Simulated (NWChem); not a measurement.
NbCl$_{2}$F$_{3}$; SMILES [F][Nb]([F])([F])([Cl])[Cl]

No frequency run checked for a minimum. def2 effective core potentials on Nb; no spin-orbit coupling.

Task: Give the equilibrium geometry at PBE0/def2-SVP with def2 effective core potentials on Nb (NWChem) as a Z-matrix, with the point group.

Result: point group C2v; any orientation.
```
Nb
F 1 1.8357
F 1 1.8634 2 86.84
F 1 1.8634 2 86.84 3 180.00
Cl 1 2.2663 2 122.23 3 -90.00
Cl 1 2.2663 2 122.23 3 90.00
```
